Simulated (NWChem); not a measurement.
# CH5NOSi2; SMILES O=C=N[SiH2][SiH3]

```xyz
10

O      0.5632    -3.2779     0.0026
C      0.0980    -2.1942    -0.0009
N     -0.3823    -1.0952    -0.0051
Si    -0.9682     0.5262    -0.0003
Si     0.8207     2.0527     0.0005
H     -1.8217     0.7130    -1.2036
H     -1.8179     0.7080     1.2065
H      1.6642     1.8703    -1.2120
H      1.6695     1.8626     1.2080
H      0.2828     3.4420     0.0060
```
Atoms are numbered in this order, from 1.

Computed with NWChem. Pople sets run with spherical d functions. Geometry: optimised at B3LYP/6-31G* (spherical d). Level: B3LYP/6-31G* with SMD (1 M gas to 1 M solution), gas-phase geometry. Reactions with the solvent are ignored.

Question: Predict the results for solvent water. Quantities: solvation free energy (kcal/mol); cavity-dispersion-structure term (kcal/mol); dipole in solution (D).

Answer: 
```yaml
solvation free energy (kcal/mol): 4.4
cavity-dispersion-structure term (kcal/mol): 7.1
dipole in solution (D): 2.98
```
